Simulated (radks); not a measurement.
Spherical jellium clusters: N electrons in a uniform positive sphere of charge N and radius rs N^(1/3), rs = 2.49 bohr. Method: non-relativistic Kohn-Sham, PBEsol, spin-polarised, spherical densities; computed with a radial shooting solver with Libxc functionals. Levels are named by radial order and angular momentum (1s, 1p, 1d, 2s, ...), and open shells are averaged over m. Each electron was tried in the lowest free levels, single moves between levels near the top were tried too, and the lowest total energy was kept; such a search can miss a lower state. Energies include the self-energy of the background; IP and EA are vertical (highest electron removed, lowest free level filled), at fixed background; spill-out counts the electrons outside the background radius R, and alpha is the static dipole polarisability from linear response (closed shells only). A dash means not computed or, for alpha, an open shell; in EA it means that no bound solution was reached, which is typical of self-interaction and does not show that the anion is unstable. Real open-shell clusters deform, which this model forbids.

N,open shells,2S,E/N (eV),E(N+1) + E(N-1) - 2E(N) (eV),EA (eV),-e(HOMO) (eV)
1,"1s(up 1, down 0)",1,-0.494,-,-,3.966
2,none,0,-1.190,2.177,-,4.529
3,"1p(up 1, down 0)",1,-0.697,-1.014,-,2.391
4,"1p(up 2, down 0)",2,-0.703,-0.865,-,3.312
5,"1p(up 3, down 0)",3,-0.880,0.517,-,3.944
6,"1p(up 3, down 1)",2,-0.912,-0.810,-,3.496
7,"1p(up 3, down 2)",1,-1.051,-0.576,2.075,4.096
8,none,0,-1.227,2.667,-,4.523
9,"1d(up 1, down 0)",1,-1.067,-0.485,-,2.045
10,"1d(up 2, down 0)",2,-0.988,-0.442,-,2.563
11,"1d(up 3, down 0)",3,-0.963,-0.396,-,2.981
12,"1d(up 4, down 0)",4,-0.976,-0.353,-,3.328
13,"1d(up 5, down 0)",5,-1.013,0.387,-,3.622
14,"1d(up 5, down 0) 2s(up 1, down 0)",6,-1.018,0.035,-,3.335
15,"1d(up 5, down 1) 2s(up 1, down 0)",5,-1.020,-0.499,1.711,3.363
16,"1d(up 5, down 3)",2,-1.053,-0.336,2.008,3.685
17,"1d(up 5, down 4)",1,-1.101,-0.259,2.258,3.933
18,none,0,-1.159,0.202,2.148,4.148
19,"2s(up 1, down 0)",1,-1.200,0.304,1.975,3.966
20,none,0,-1.221,1.543,-,3.772
21,"1f(up 1, down 0)",1,-1.167,-0.261,-,2.286
22,"1f(up 2, down 0)",2,-1.130,-0.243,-,2.542
23,"1f(up 3, down 0)",3,-1.107,-0.226,-,2.769
24,"1f(up 4, down 0)",4,-1.095,-0.210,-,2.974
25,"1f(up 5, down 0)",5,-1.092,-0.196,1.655,3.159
26,"1f(up 6, down 0)",6,-1.097,-0.183,1.828,3.328
27,"1f(up 7, down 0)",7,-1.109,0.544,-,3.483
28,"1f(up 7, down 1)",6,-1.100,-0.211,1.506,2.953
29,"1f(up 7, down 2)",5,-1.099,-0.193,1.700,3.144
30,"1f(up 7, down 3)",4,-1.105,-0.178,1.876,3.316
31,"1f(up 7, down 4)",3,-1.116,-0.165,2.037,3.474
32,"1f(up 7, down 5)",2,-1.131,-0.153,2.186,3.618
33,"1f(up 7, down 6)",1,-1.150,-0.143,2.324,3.750
34,none,0,-1.173,0.523,1.884,3.873
35,"2p(up 1, down 0)",1,-1.179,-0.096,2.053,3.395
36,"2p(up 2, down 0)",2,-1.187,-0.080,2.200,3.538
37,"2p(up 3, down 0)",3,-1.197,0.378,1.908,3.662
38,"2p(up 3, down 1)",2,-1.197,-,2.086,3.370

All shells are closed at N = 2, 8, 18, 20, 34 (there: 1s2 1p6 1d10 2s2 1f14); the second difference of the energy has clear peaks (12 % above both neighbours; the first and last values, which can be the largest, are not judged, and half-filled shells can peak too) at N = 5, 8, 13, 20, 27, 34.
